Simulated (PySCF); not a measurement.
CH6O2Si2. Atoms are numbered in the order given.

```xyz
11

O      1.0724    -0.0158    -1.5213
C      1.8075     0.1131    -0.5805
O      1.4343     0.1662     0.6890
Si    -0.2082     0.0554     1.2233
Si    -1.7141    -0.1706    -0.5568
H      2.9099     0.2047    -0.6723
H     -0.4342     1.2985     2.0150
H     -0.2310    -1.1142     2.1481
H     -1.4825    -1.4403    -1.3006
H     -1.6722     1.0195    -1.4517
H     -3.0762    -0.2370     0.0712
```
Charge 0, spin multiplicity 1.

Geometry optimised at PBE0-D3(BJ)/def2-SVP. This is a generated structure with no PubChem entry under its InChIKey; it may be hypothetical. One conformer was computed; it need not be the lowest.

Calculation: TDA-PBE/def2-SVPD in PySCF.

Vertical excitations. Gas-phase values at a fixed geometry.

Computed lowest excited states:
```csv
state,energy (eV),λ (nm),f,main pairs
S1,5.46,227,0.003,HOMO→LUMO 96 %
S2,5.76,215,0.000,HOMO−1→LUMO 96 %
S3,5.98,207,0.048,HOMO→LUMO+1 87 %
S4,6.41,193,0.000,HOMO→LUMO+2 94 %
S5,6.41,193,0.010,HOMO−1→LUMO+1 91 %
S6,6.63,187,0.021,"HOMO−2→LUMO 45 %, HOMO−4→LUMO 22 %, HOMO→LUMO+3 21 %, HOMO→LUMO+4 7 %"
S7,6.66,186,0.006,"HOMO→LUMO+3 73 %, HOMO→LUMO+4 14 %"
S8,6.73,184,0.001,HOMO−2→LUMO+1 88 %
S9,6.75,184,0.011,HOMO→LUMO+4 72 %
S10,6.77,183,0.000,HOMO−3→LUMO 89 %
T1,5.00,248,0,HOMO→LUMO 97 %
T2,5.52,225,0,"HOMO→LUMO+1 85 %, HOMO−1→LUMO+1 14 %"
T3,5.62,221,0,HOMO−1→LUMO 96 %
T4,5.76,215,0,HOMO−2→LUMO 86 %
```
Triplets are in the Tamm–Dancoff approximation.
